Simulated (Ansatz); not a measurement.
`BC[SiH2]Cl` + H₂O → `BC[SiH2]O` + HCl at 700 K and 1 bar (formal hydrolysis of the Si–Cl bond).

Isolated molecules relaxed with PBE0-D4/def2-TZVP in Ansatz; ΔE leaves out vibrations. CCSD(T)/CBS adds triple-zeta CCSD(T) − MP2 to the extrapolated MP2 energy (def2 sets, frozen cores). This one scheme is used for every species. One conformer a species, not always the lowest.

```csv
species,CCSD(T)/CBS energy (Eh),H − E (kJ/mol),S (J/(mol·K))
`BC[SiH2]Cl`,-815.35378,247.9,446.1
H₂O,-76.37941,80.5,218.4
`BC[SiH2]O`,-431.34785,285.4,451.9
HCl,-460.38127,38.4,211.8
```

H − E and S are ideal-gas, rigid-rotor, harmonic terms from PBE0-D4/def2-TZVP, for one conformer and one mirror image of each species. 1 Eh = 2625.50 kJ/mol, R = 8.31446 J/(mol·K).

Task: By hand: ΔE, ΔH, ΔS and ΔG.

Result: ΔE = (-431.34785) + (-460.38127) − (-815.35378) − (-76.37941) = 0.00407 Eh = 10.7 kJ/mol. Δ(H − E) = 285.4 + 38.4 − 247.9 − 80.5 = -4.6, so ΔH = 6.1 kJ/mol. ΔS = 451.9 + 211.8 − 446.1 − 218.4 = -0.8 J/(mol·K). ΔG = 6.1 − 700 × (-0.8)/1000 = 6.7 kJ/mol.

Task: By hand: the equilibrium constant, and the temperature at which ΔG would vanish if ΔH and ΔS stayed fixed.

Result: log₁₀ K = −ΔG/(RT ln 10) = -0.5. ΔH and −TΔS have one sign here, so there is no such temperature.

The number of gas molecules stays the same, so ΔS is small and ΔH decides. A doubt of 5 kJ/mol in ΔE shifts log₁₀ K by 0.4 here. Other conformers and mirror images would add mixing entropy, several J/(mol·K) or more a flexible species. Modes under 60 cm⁻¹, often nearly free rotors, make the harmonic entropy too high. These are equilibria of isolated gas molecules and say nothing of rates. Largest T1 diagnostic: 0.011 (customary marks: 0.02 for closed shells, 0.045 for open ones).

ΔS is within the doubt of such terms, so its sign, and with it that verdict, could turn.
